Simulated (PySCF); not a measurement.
This PySCF input asks for the NMR shieldings of `CC(O[C@H](C)CF)(C)C`, C₇H₁₅FO; the geometry comes from GFN2-xTB.

```python
import basis_set_exchange as bse
import numpy as np
from pyscf import gto, dft
from pyscf.prop import nmr

atoms = """
C     1.980686   -1.584565    0.044515
C     1.306401   -0.218083   -0.071867
C     2.269554    0.896297    0.363394
F     3.315327    0.992686   -0.522382
O     0.172224   -0.173067    0.771513
C    -1.103138    0.143124    0.208674
C    -1.125867    1.551309   -0.398374
C    -1.529727   -0.896181   -0.835935
C    -2.053810    0.086536    1.407807
H     2.176355   -1.802696    1.091176
H     1.332860   -2.358892   -0.357347
H     2.917766   -1.581569   -0.505657
H     1.038251   -0.037036   -1.119553
H     1.766892    1.867789    0.373963
H     2.692731    0.682576    1.348647
H    -0.825162    2.282670    0.348256
H    -0.456444    1.628389   -1.251922
H    -2.132136    1.788459   -0.732553
H    -1.457675   -1.894515   -0.411195
H    -0.903692   -0.850251   -1.724026
H    -2.558429   -0.716683   -1.135842
H    -2.031223   -0.906891    1.846206
H    -3.068740    0.320070    1.100257
H    -1.734741    0.800289    2.162001
"""
names = dict.fromkeys(["C", "F", "O", "H"], "pcSseg-1")
basis = {el: gto.basis.parse(bse.get_basis(n, elements=[el], fmt="nwchem")) for el, n in names.items()}
mol = gto.M(atom=atoms, basis=basis, charge=0, verbose=0)
mf = dft.RKS(mol, xc="PBE0")
mf.grids.level = 2
mf.grids.alignment = dft.numint.BLKSIZE   # the property module wants whole blocks of grid points
mf.conv_tol = 1e-9
mf.kernel()

calc = nmr.RKS(mf)   # GIAO
C = mf.mo_coeff
Co = C[:, mf.mo_occ > 0]
resp = mf.gen_response(singlet=True, hermi=2)
def vind(x):   # induced exchange potential for any number of trial vectors
    d = np.einsum("pi,xij,qj->xpq", C, 2 * x.reshape(-1, C.shape[1], Co.shape[1]), Co, optimize=True)
    return np.einsum("xpq,pi,qj->xij", resp(d - d.transpose(0, 2, 1)), C, Co, optimize=True).ravel()
mo1, _ = nmr.rhf.solve_mo1(calc, with_cphf=vind)
sigma = calc.kernel(mo1)
for i, s in enumerate(sigma):   # ppm
    w = np.linalg.eigvalsh((s + s.T) / 2)
    print("%2d %-2s iso %8.1f  s11 %8.1f  s22 %8.1f  s33 %8.1f" % (i, mol.atom_pure_symbol(i), w.mean(), *w))
```

**Question.** Give the expected output.

**Answer.** 
```
 0 C  iso    164.4  s11    152.7  s22    154.4  s33    186.0
 1 C  iso    116.9  s11     87.9  s22    106.0  s33    156.7
 2 C  iso     96.6  s11     64.7  s22     79.0  s33    146.2
 3 F  iso    425.0  s11    392.3  s22    420.1  s33    462.6
 4 O  iso    245.2  s11    214.9  s22    240.7  s33    280.1
 5 C  iso    110.9  s11     86.7  s22     90.4  s33    155.5
 6 C  iso    159.2  s11    139.4  s22    151.4  s33    186.9
 7 C  iso    160.0  s11    139.0  s22    153.1  s33    187.9
 8 C  iso    153.0  s11    133.2  s22    139.0  s33    186.6
 9 H  iso     30.7  s11     27.4  s22     28.3  s33     36.3
10 H  iso     30.4  s11     25.6  s22     30.0  s33     35.7
11 H  iso     30.3  s11     25.5  s22     28.6  s33     36.8
12 H  iso     28.1  s11     24.6  s22     28.6  s33     31.0
13 H  iso     27.0  s11     22.9  s22     28.2  s33     30.1
14 H  iso     27.5  s11     23.9  s22     28.9  s33     29.8
15 H  iso     30.7  s11     27.5  s22     28.4  s33     36.2
16 H  iso     30.1  s11     26.3  s22     29.7  s33     34.4
17 H  iso     30.8  s11     26.9  s22     28.4  s33     37.0
18 H  iso     30.6  s11     27.2  s22     28.5  s33     36.1
19 H  iso     30.1  s11     26.3  s22     29.6  s33     34.4
20 H  iso     30.8  s11     26.9  s22     28.4  s33     37.0
21 H  iso     30.3  s11     26.8  s22     28.2  s33     35.8
22 H  iso     30.8  s11     27.1  s22     28.3  s33     37.1
23 H  iso     30.4  s11     26.9  s22     28.4  s33     35.9
```

These numbers come from an equivalent density-fitted implementation of the same equations, which agrees with the script to about 0.01 ppm for H and up to a few tenths of a ppm for heavy atoms, so last digits may differ.

**Question.** Turn these shieldings into chemical shifts. References, each an isolated molecule treated in the same way: $^{13}$C (σ = 186.93 ppm) and $^{1}$H (σ = 31.72 ppm) against TMS; CFCl3 for $^{19}$F (σ = 170.95 ppm); $^{17}$O (σ = 336.08 ppm) vs H2O.

**Answer.** Averaging equivalent atoms: C 2: 90.3; C 5: 76.0; C 1: 70.1; C 6/7/8: 29.5; C 0: 22.6; F 3: -254.0; O 4: 90.8; H 13: 4.67; H 14: 4.18; H 12: 3.65; H 9/10/11: 1.25; H 15/16/17/18/19/20/21/22/23: 1.20 ppm. Unscaled 19F shifts against computed CFCl3 carry errors that often reach 10 to 50 ppm. Experimental scales use liquid or dissolved standards, which lie at an offset from isolated H2O (liquid H2O: subtract about 36 ppm).

Size and cost of the density-fitted run: 228 basis functions, 94 s wall time on 1 thread of an Arm Neoverse N1, shared host; peak memory 1.1 GiB.
